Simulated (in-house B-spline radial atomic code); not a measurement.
Results of a calculation; reference values are marked as such.
Correlation energy from the adiabatic connection: −Z exp(−kr)/r, Z = 7.99, k = 1.07

Two electrons in a singlet, external potential −Z exp(−kr)/r, Z = 7.99, k = 1.07 (atomic units). Full CI in B-splines (partial waves to l = 8, correlation up to 0.6 % small) with the density held fixed gives W(λ) = <V_ee>_λ − U, and E_c is the integral of W(λ) − W(0) from 0 to 1.

```tsv
λ	W(λ) − W(0) (hartree)
0	0.00000
0.02	-0.00187
0.05	-0.00467
0.12	-0.01117
0.25	-0.02313
0.4	-0.03674
0.6	-0.05458
0.8	-0.07209
1	-0.08928
```

**Question.** Integrate the table by the trapezoid rule.

**Answer.** The strips give -0.00002, -0.00010, -0.00055, -0.00223, -0.00449, -0.00913, -0.01267, -0.01614, which sum to -0.04533 hartree. The direct value, W(1) − W(0) + T_c with T_c = 0.04393, is -0.04535; the curve is convex, so chords lie above it and the trapezoids fall short in size by 0.05 %.

**Question.** Now use only three numbers: W(0) = -4.6948, the initial slope W'(0) = -0.09363 (extrapolated from the first points) and the strong-coupling limit of the point-charge-plus-continuum model, W∞ = -6.6709. What do second-order theory and the interpolation W(λ) = W∞ + (W(0) − W∞)/√(1 + 2χλ) of Seidl, Perdew and Levy give?

**Answer.** Second order keeps the slope alone: E_c = W'(0)/2 = -0.04682, +3 % in size against -0.04535. Matching the slope fixes χ = W'(0)/(W∞ − W(0)) = -0.09363/(-1.97610) = 0.04738. Integrating, with s = √(1 + 2χ) = 1.046309, E_c = −(W(0) − W∞)(s − 1)/(s + 1) = −1.97610 × 0.046309/2.046309 = -0.04472 hartree, -1.4 % in size against the full result. At λ = 1 the formula gives W − W(0) = -0.08746 against -0.08928. Part of the miss can come from the model's W∞.
